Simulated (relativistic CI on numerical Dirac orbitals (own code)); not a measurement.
## Transition arrays of In²⁹⁺

Computed by Dirac-Coulomb-Breit CI, separate exchange-only KLI orbitals for each configuration, a model potential for QED, valence Slater integrals scaled by 0.9, whole transition arrays (own radial code, finite nucleus).

Configuration list (outside the closed core [Ne] 3s2): 3p⁶3d², 3p⁶3d4f, 3p⁵3d³, 3p⁶3d4p, 3p⁶3d5f. Levels of other configurations are missing.

All E1 lines from the levels of 3p⁶3d²; mean and standard deviation are weighted by gf, and upper levels are sorted by their leading configuration.

```tsv
Upper configuration	Lines	Σgf	Mean (eV)	Mean (nm)	σ (eV)	Strongest line (nm)
3p⁶3d4f	81	78.6	857.76	1.445	6.31	1.444
3p⁵3d³	466	58.2	219.34	5.652	20.49	5.352
3p⁶3d4p	60	2.9	718.98	1.724	5.94	1.720
3p⁶3d5f	81	18.8	1144.41	1.083	6.55	1.085
```

Σgf per state of the lower configuration in bins of 0.2 nm over the central range (centre: value): 1.1: 0.42, 1.5: 1.75, 1.7: 0.06, 5.1: 0.17, 5.3: 0.44, 5.5: 0.21, 5.7: 0.06, 5.9: 0.12, 6.1: 0.02, 6.3: 0.05, 6.5: 0.06, 6.7: 0.10.

**Question.** How do configuration mixing and the scaling of the Slater integrals move the arrays?

**Answer.** Slater scale 0.9, no configuration mixing: 3p⁶3d4f 857.5 ± 6.3 eV (Σgf 74.9), 3p⁵3d³ 219.4 ± 20.4 eV (Σgf 59.5), 3p⁶3d4p 719.1 ± 5.8 eV (Σgf 3.0), 3p⁶3d5f 1144.3 ± 6.5 eV (Σgf 16.5); Slater scale 1: 3p⁶3d4f 858.2 ± 6.7 eV (Σgf 79.1), 3p⁵3d³ 222.9 ± 21.1 eV (Σgf 59.0), 3p⁶3d4p 719.0 ± 6.3 eV (Σgf 2.8), 3p⁶3d5f 1144.6 ± 6.9 eV (Σgf 19.0); Slater scale 0.8: 3p⁶3d4f 857.3 ± 6.0 eV (Σgf 78.0), 3p⁵3d³ 215.8 ± 19.9 eV (Σgf 57.4), 3p⁶3d4p 719.0 ± 5.6 eV (Σgf 2.9), 3p⁶3d5f 1144.3 ± 6.2 eV (Σgf 18.7). With mixing, levels are counted to their leading configuration, so an array can shrink or vanish into another, and the sums then hold other lines.
